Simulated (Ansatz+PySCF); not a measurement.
triplet TiO: levels of theory in one basis

```xyz
2

Ti    0.0000    0.0000   -0.4575
O     0.0000    0.0000    1.2580
```

Basis set: def2-SVP (spherical functions). Left uncorrelated: 6 orbitals. Correlation on ROHF uses semicanonical orbitals with singles. Charge 0, multiplicity 3.

Computed with Ansatz (development build ahead of 0.2.0); each method stands on the lowest determinant of its kind that the runs found. NEVPT2 correlates all electrons. Active spaces start from the frontier orbitals, and the lowest solution found is given.

```
        method  E − E(ROHF) (eV)  <S²> of the determinant
          ROHF              0.00                     2.00
           UHF             -0.39                     2.58
      ROHF-MP2            -12.25                        –
       UHF-MP2            -10.34                     2.58
     ROHF-CCSD            -11.96                        –
      UHF-CCSD            -12.05                     2.58
  ROHF-CCSD(T)            -12.84                        –
   UHF-CCSD(T)            -12.64                     2.58
   CASSCF(8,9)             -4.22                        –
SC-NEVPT2(8,9)            -11.94                        –
```

Task: What does UHF-CCSDT(Q) give on the same scale?

Result: -13.06 eV.

Task: Is a single determinant a sound starting point here?

Result: It is doubtful. Unrestricted orbitals lower Hartree–Fock by 0.39 eV and <S²> is 2.58 where a pure state has 2.00, a sign of strong static correlation. The CASSCF(8,9) natural occupations are 1.94, 1.93, 1.93, 1.00, 1.00, 0.07, 0.07, 0.06, 0.00.

Caution for UHF, UHF-MP2, UHF-CCSD, UHF-CCSD(T), UHF-CCSDT(Q): the unrestricted determinant is spin contaminated. Caution for ROHF-MP2, ROHF-CCSD, ROHF-CCSD(T): large share of triples, a single reference is doubtful. Caution for UHF-CCSD, UHF-CCSD(T): the program doubts this total. Caution for UHF-CCSD(T): another reference gives a lower total.
